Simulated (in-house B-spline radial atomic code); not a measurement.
Configurations of V V (V4+), with energies counted from [Ar] (3d3/2)1. Computed with an all-electron radial atomic-structure program (B-spline basis): Dirac-Hartree-Fock, average of each configuration as written, Fermi nucleus of rms radius 3.6002 fm. Energies include first-order Breit, QED and recoil terms.

Occupations are held fixed; configurations that lie above the ionisation limit could autoionise.

```
                               configuration  E - E(ref) (eV)  highest orbital  its <r> (bohr)
                               [Ar] (3d5/2)1         0.074479            3d5/2           1.076
                               [Ar] (4f7/2)1           42.655            4f7/2            3.48
                               [Ar] (5g9/2)1           50.631            5g9/2           5.494
                               [Ar] (6f7/2)1           54.631            6f7/2           9.373
                               [Ar] (6g7/2)1           54.788            6g7/2           8.789
     [Ne] 3s2 (3p1/2)2 (3p3/2)3 (3d3/2)1 4s1            59.16            4s1/2           2.278
[Ne] 3s2 (3p1/2)1 (3p3/2)4 (3d5/2)1 (5p3/2)1           84.653            5p3/2           4.643
[Ne] 3s2 (3p1/2)1 (3p3/2)4 (3d5/2)1 (7p3/2)1           96.601            7p3/2           10.67
```

Task: Order these further configurations by energy, lowest first.
A. [Ar] (4d3/2)1
B. [Ne] 3s2 (3p1/2)2 (3p3/2)3 (3d3/2)1 (7d5/2)1
C. [Ne] 3s2 (3p1/2)2 (3p3/2)3 (3d5/2)1 (6f7/2)1
D. [Ar] (7d5/2)1
E. [Ar] (4p3/2)1

Result: E (25.485 eV), A (36.06 eV), D (56.199 eV), C (96.605 eV), B (97.18 eV).

Task: How far above the reference does [Ne] 3s2 (3p1/2)1 (3p3/2)4 (3d3/2)1 (5d5/2)1 lie?

Result: 90.933 eV; its least bound orbital is 5d5/2 with <r> = 5.487 bohr.

Task: How far above the reference does [Ar] (6p1/2)1 lie?

Result: 50.634 eV; its least bound orbital is 6p1/2 with <r> = 7.351 bohr.

Task: How far above the reference does [Ne] 3s2 (3p1/2)1 (3p3/2)4 (3d5/2)1 5s1 lie?

Result: 81.755 eV; its least bound orbital is 5s1/2 with <r> = 4.252 bohr.
